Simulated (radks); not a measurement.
Question: The mean radii <r> (bohr) of the occupied orbitals of an atom or ion are listed with their occupations. All-electron calculation, non-relativistic Kohn-Sham, exchange-only LDA, spin-polarised, spherical densities, point nucleus. Program: a radial shooting solver on a logarithmic mesh with Libxc functionals.

| orbital | occ. | <r> |
|---|---|---|
| 1s up | 1 | 0.04644 |
| 1s down | 1 | 0.04644 |
| 2s up | 1 | 0.2071 |
| 2s down | 1 | 0.2071 |
| 2p up | 3 | 0.1790 |
| 2p down | 3 | 0.1790 |
| 3s up | 1 | 0.6109 |
| 3s down | 1 | 0.6105 |
| 3p up | 3 | 0.6234 |
| 3p down | 3 | 0.6226 |
| 3d up | 5 | 0.6797 |
| 3d down | 5 | 0.6738 |
| 4s up | 1 | 1.981 |
| 4s down | 1 | 1.963 |
| 4p up | 3 | 2.561 |

Name the element and its charge. Open shells, if any, are filled with parallel spins first.

Answer: Z = 33, arsenic, charge 0: As in [Ar] 3d10 4s2 4p3. The 1s radius gives Z: for a bare nucleus <r> = 1.5/Z, 0.04545 bohr for Z = 33, and screening makes it slightly larger (0.04644 here). The occupations add up to 33, and the charge is Z minus that.
